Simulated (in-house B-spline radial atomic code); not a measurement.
How numerical settings move a run on Br IV (Br3+), [Ar] 3d10 4s2 4p2. Computed with a B-spline radial code for spherical atoms: Dirac-Kohn-Sham LDA VWN5, spherical fractional occupations, Fermi nucleus of rms radius 4.1629 fm.

Command:
```bash
python run_scf.py task.json out
```
Settings of the sound reference run:
```
Z                35
electrons        32
configuration    [Ar] 3d10 4s2 4p2
hamiltonian      dirac
method           lda,vwn
spin_polarised   False
nucleus          fermi
rms_radius       4.1629
mass_number      79
atomic_mass      78.91834
speed_of_light   137.036
knot_spacing     0.22
spline_order     8
gauss_points     12
box_radius       16.22
max_iterations   70
damping          0.5
damped_steps     3
diis_vectors     10
tolerance        1e-08
start            Thomas-Fermi
```

Cost of the run: 1.7 s on 1 thread of Arm Neoverse N1 (shared host).

It converges in 9 iterations to -2600.718699 hartree, with 4p3/2 at -39.9185 eV. The other runs change the listed settings, some to values that make no sense; their results aren't properties of the atom or ion. Radii are in bohr (the nuclear one in fm), a minus after a letter asks for a j subshell, and «unchanged» means within 1e-8 hartree. The run stops when the residual is below 10 × tolerance × max(1, Z/10), or a noise floor if that is larger, and the energy moves by less than 1e-8 × √|E| hartree; so very loose and very tight tolerances often act alike.

| changed settings | outcome |
| --- | --- |
| max_iterations = 3 | not converged after 3 iterations, last residual 1.3e-02, last energy +2.80e-03 hartree from the reference |
| first_knot = 0.0857 | converged in 9 iterations, energy +6.95e+00 hartree from the reference, 4p3/2 level +4.0e-01 eV |
| max_iterations = 2 | not converged after 2 iterations, last residual 2.3e-01, last energy +9.77e-01 hartree from the reference |
| spline_order = 4, gauss_points = 5, max_iterations = 100 | converged in 9 iterations, energy +9.77e-04 hartree from the reference, 4p3/2 level -1.1e-05 eV |
| method = scan,scan | stopped with error: meta-GGAs are not served with the Dirac Hamiltonian |
| knot_spacing = 0.75, max_iterations = 50, diis_vectors = 0, start = bare nucleus | converged in 21 iterations, energy +1.29e+00 hartree from the reference, 4p3/2 level -2.5e-02 eV |
| first_knot = 0.00286 | converged in 9 iterations, energy +2.89e-03 hartree from the reference, 4p3/2 level +1.2e-04 eV |
| max_iterations = 8, damping = 0.8 | not converged after 8 iterations, last residual 2.1e-05, last energy +1.22e-08 hartree from the reference |
| gauss_points = 4 | converged in 9 iterations, energy +2.29e-07 hartree from the reference, 4p3/2 level +2.7e-07 eV |
| gauss_points = 16 | converged in 9 iterations, energy unchanged |
| max_iterations = 5 | not converged after 5 iterations, last residual 1.0e-03, last energy +1.56e-05 hartree from the reference |
| electrons = 33, configuration = [Ar] 3d10 4s2 4p2 2f1, max_iterations = 75 | stopped with error: there is no 2f shell |
| first_knot = 0.000286 | converged in 9 iterations, energy +1.90e-04 hartree from the reference, 4p3/2 level -2.9e-07 eV |
| electrons = 37, configuration = [Ar] 3d10 4s2 4p7, max_iterations = 50 | stopped with error: shell 4p holds at most 6 electrons |

(1) What happens with max_iterations = 8?

(2) What happens with first_knot = 0.00857?

(3) What happens with knot_spacing = 0.75, gauss_points = 5, first_knot = 0.0286, max_iterations = 60, tolerance = 0.001?

(4) What happens with first_knot = 2.86e-05?

Answers

(1) Not converged after 8 iterations, last residual 1.9e-06, last energy +2.00e-10 hartree from the reference.

(2) Converged in 9 iterations, energy +1.91e-02 hartree from the reference, 4p3/2 level +1.5e-03 eV.

(3) Converged in 7 iterations, energy +1.43e+01 hartree from the reference, 4p3/2 level +3.5e-02 eV.

(4) Converged in 9 iterations, energy +1.51e-08 hartree from the reference.
